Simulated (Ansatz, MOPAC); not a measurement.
Species: C2H9Si2, charge -1, multiplicity 1. SMILES: C[SiH]([SiH2-])C

Atoms: C1, Si2, C3, Si4, H5, H6, H7, H8, H9, H10, H11, H12, H13. Bonds: C1-Si2, C1-H5, C1-H6, C1-H7, Si2-C3, Si2-Si4, Si2-H8, C3-H9, C3-H10, C3-H11, Si4-H12, Si4-H13.

Bond lengths (Å) and angles (degrees) optimised at AM1 with MOPAC; PM3 with MOPAC; PM7 with MOPAC; HF/STO-3G with Ansatz (a program for electronic structure), each started from the B3LYP-D3(BJ)/def2-TZVP structure (Ansatz) of the last column. A row stands for all coordinates that are equal there; 11 of 30 kinds are shown. No wavenumbers were computed at HF/STO-3G, so these may be saddle points.

```csv
coordinate,AM1,PM3,PM7,HF/STO-3G,B3LYP-D3(BJ)/def2-TZVP
C1-Si2,1.844,1.886,1.900,1.895,1.915
C1-H5,1.113,1.094,1.100,1.084,1.094
C1-H6,1.113,1.093,1.098,1.085,1.095
C1-H7,1.113,1.094,1.100,1.084,1.093
Si2-C3,1.844,1.890,1.900,1.896,1.916
Si2-Si4,2.359,2.439,2.158,2.314,2.359
Si2-H8,1.475,1.506,1.462,1.440,1.512
C3-H10,1.113,1.094,1.098,1.085,1.096
C1-Si2-C3,106.7,107.8,106.1,101.9,104.1
C1-Si2-Si4,115.3,111.1,114.7,115.3,112.0
C3-Si2-Si4,115.4,116.4,114.7,119.8,119.4
```

Mean signed difference of all 12 bond lengths from B3LYP-D3(BJ)/def2-TZVP: AM1 -0.018 Å, PM3 -0.002 Å, PM7 -0.036 Å, HF/STO-3G -0.030 Å.
